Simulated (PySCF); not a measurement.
Computed shifts of a molecule C₂H₈FNSi₂, PBE/pcSseg-1 run with PySCF, GIAO, gas phase, atoms alike by connectivity averaged where their shifts nearly agree, in ppm (number of nuclei): ¹⁹F: -196.0 (1). ¹³C: 165.7 (1), 114.6 (1). ²⁹Si: -63.6 (1), -84.9 (1). ¹⁵N: 439.3 (1). ¹H: 8.49 (1), 7.31 (1), 4.44 (3), 4.36 (3). References: ¹⁹F against CFCl3 (σ = 133.6 ppm); ¹³C against TMS (σ = 182.0 ppm); ²⁹Si against TMS (σ = 335.4 ppm); ¹⁵N against NH3 (σ = 267.0 ppm); ¹H against TMS (σ = 31.49 ppm), references at their B3LYP-D3(BJ)/def2-TZVP geometries, non-relativistic. Coordinates come from a B3LYP-D3(BJ)/def2-SVP optimisation. Other conformers were not sampled.

### Question
Which molecule gave these data?
A) C[C@H]1N[Si@@H](F)[SiH2]1
B) F[C@H]([SiH3])/N=C\[SiH3]
C) C=C[SiH2]N[SiH2]F
D) N[Si@@H](F)/C=C/[SiH3]

### Answer
B, F[C@H]([SiH3])/N=C\[SiH3]
